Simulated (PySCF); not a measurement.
PySCF job for Fe(OH) (FeHO), SMILES [OH][Fe] (connectivity only; charge and spin as stated), neutral, multiplicity 6, PBE-D3(BJ)/def2-TZVP. Geometry optimised at PBE-D3(BJ)/def2-TZVP. The geometry has at least one imaginary mode, so it is a saddle point at that level. The spin state was assumed, not searched.

```python
import numpy as np
from pyscf import gto, scf, dft, df
from pyscf.hessian import thermo

mol = gto.M(
    atom='''
    Fe    0.00000000    0.00000000    0.48277460
    O     0.00000000    0.00000000   -1.28734221
    H     0.00000000    0.00000000   -2.25340178
    ''',
    basis='def2-TZVP',
    charge=0,
    spin=5,
    max_memory=1600,
    verbose=3,
)
mf = dft.UKS(mol, xc='pbe').density_fit(auxbasis='def2-universal-jkfit')
mf.disp = 'd3bj'
mf.grids.level = 3
mf.conv_tol = 1e-11
mf.max_cycle = 100
mf.kernel()
fine, coarse = mf.grids, dft.Grids(mol).set(level=1).build(with_non0tab=True)
for _ in range(3):  # follow internal instabilities
    mf.grids = coarse
    mo, _, stable, _ = mf.stability(return_status=True, nroots=4)
    mf.grids = fine
    if stable:
        break
    mf.kernel(mf.make_rdm1(mo, mf.mo_occ))

# [left out here: the lines that compute and print the analytic Hessian (its translational invariance restored by hand, since the grid's response is missing), thermochemistry and intensities]
```

Log of the run:

```

WARN: HOMO 0.185434608952166 >= LUMO 0.0224677759318581


WARN: HOMO -1.03913158247277 >= LUMO -1.82778764100122


WARN: HOMO -0.760073455196874 >= LUMO -1.43994761984528


WARN: HOMO -0.610504493618857 >= LUMO -1.07231668704814


WARN: HOMO -0.548185338369848 >= LUMO -1.3034805739494


WARN: HOMO -0.503967606283574 >= LUMO -1.27493839282991


WARN: HOMO -0.489188059435527 >= LUMO -1.21033543270319


WARN: HOMO -0.446664673442974 >= LUMO -1.12870230562968


WARN: HOMO -0.356195006257124 >= LUMO -0.832630876273848


WARN: HOMO 0.185131235823418 >= LUMO 0.0335443659722614


WARN: HOMO -0.292525572244148 >= LUMO -0.535794959552829


WARN: HOMO -0.277867521578486 >= LUMO -0.516849999161464


WARN: HOMO -0.204275521131294 >= LUMO -0.327178543591236


WARN: HOMO -0.16227742863974 >= LUMO -0.174358984365246

converged SCF energy = -1339.23514457549  <S^2> = 8.752561  2S+1 = 6.0008536
<class 'pyscf.df.df_jk.DFUKS'> wavefunction has an internal instability
converged SCF energy = -1339.23522707618  <S^2> = 8.7525441  2S+1 = 6.000848
<class 'pyscf.df.df_jk.DFUKS'> wavefunction is stable in the internal stability analysis

WARN: DFTD3 does not support analytical Hessian, using finite difference


WARN: Mole.unit (angstrom) is changed to Bohr

Mode                                 0                   1                   2
Irrep
Freq [cm^-1]                     -278.8285           -278.8285            691.1468
Reduced mass [au]                   1.1541              1.1541             10.4220
Force const [Dyne/A]               -0.0529             -0.0529              2.9332
Char temp [K]                    -401.1721           -401.1721            994.4063
Normal mode                   x     y     z       x     y     z       x     y     z
       0  Fe                -0.00 -0.01 -0.00   -0.01  0.00 -0.00   -0.00 -0.00  0.06
       1   O                 0.02  0.09  0.00    0.09 -0.02  0.00    0.00  0.00 -0.21
       2   H                -0.20 -0.90  0.00   -0.90  0.20 -0.00   -0.00 -0.00 -0.22
Mode                                 3
Irrep
Freq [cm^-1]                     3763.9202
Reduced mass [au]                   1.0691
Force const [Dyne/A]                8.9240
Char temp [K]                    5415.4431
Normal mode                   x     y     z
       0  Fe                 0.00 -0.00 -0.00
       1   O                -0.00  0.00  0.06
       2   H                 0.00 -0.00 -0.97
temperature 298.1500 [K]
pressure 101325.00 [Pa]
Rotational constants [GHz] inf 11.37762 11.37762
Symmetry number 1
Zero-point energy (ZPE) 0.01015 [Eh]   26647.218 [J/mol]
                           tot       elec      trans        rot        vib
Entropy [J/mol/K]       239.170     14.898    162.230     60.718      1.325
Cv [J/mol/K]             24.327      0.000     12.472      8.314      3.541
Cp [J/mol/K]             32.641      0.000     20.786      8.314      3.541
Internal energy [J/mol]                      3718.434   2478.956  26952.472
Internal energy [Eh]   -1339.22260  -1339.23523
Enthalpy [J/mol]                             6197.391   2478.956  26952.472
Enthalpy [Eh]          -1339.22166
Gibbs free energy [J/mol]                  -42171.421 -15624.019  26557.344
Gibbs free energy [Eh] -1339.24882
mode   freq/cm-1   IR/(km/mol)
   1     -278.83       158.633
   2     -278.83       158.633
   3      691.15        85.194
   4     3763.92        19.991
max |gradient| / (hartree/bohr): 3.19760914239234e-05
APT charges: [ 0.4473 -0.7276  0.2806]
```

Self-consistency was reached. The end point has an imaginary mode, so it is no minimum.

Cost: around 60 core-seconds (rough).
